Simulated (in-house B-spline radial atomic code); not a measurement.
Results of a calculation; reference values are marked as such.
## Ni in an electron gas of r_s = 1.8: phase shifts, screening and friction

A nucleus sits in a uniform electron gas with a rigid positive background. The Kohn-Sham equations are solved self-consistently in the spin-unpolarised LDA (PW92), non-relativistic, on B-splines with outgoing waves at the boundary and partial waves to l = 8. The model has no lattice, no bands and no magnetic solution. Atomic units; δ_l are the phase shifts at the Fermi level, counted so that each bound state adds π, and good to about 0.0005.

The density parameter is r_s = 1.8 bohr.

```
l  δ_l (rad)
0     9.1340
1     6.5110
2     2.9483
3     0.0581
4     0.0134
5     0.0028
6     0.0006
7     0.0000
8    -0.0001
```

Bound levels below the band bottom (hartree): s -297.1, s -34.51, p -30.07, s -3.232, p -1.884.

**Question.** Check the Friedel sum rule, and say where the screening charge sits.

**Answer.** k_F = (9π/4)^(1/3)/r_s = 1.06620. The rule is Z = (2/π) Σ (2l + 1) δ_l. The terms are s 5.815, p 12.435, d 9.385, f 0.259 and 0.100 beyond, in all 27.994 against Z = 28. Bound states hold 6 s, 12 p, 0 d electrons, so the scattering states carry 9.99 in all; where a term is smaller than its bound count, the bound level has drawn weight out of the band.

**Question.** Find the transport cross section and the electronic stopping of a 5 keV Ni ion (mass 58.69 u).

**Answer.** σ_tr = (4π/k_F²) Σ (l + 1) sin²(δ_l − δ_(l+1)). The terms for l = 0 to 3 are 0.2457, 0.3342, 0.1856, 0.0080, all together 0.7741, so σ_tr = 11.054 × 0.7741 = 8.557 bohr². With n = 3/(4π r_s³) = 0.04093, the friction coefficient is Q = n k_F σ_tr = 0.3735. For v well below v_F = 1.066, dE/dx = Q v; with 24801 eV per u at v = 1, v = √(5000/(24801 × 58.69)) = 0.0586, so dE/dx = 0.02189 hartree/bohr = 11.3 eV/nm. The largest term couples the p and d waves.
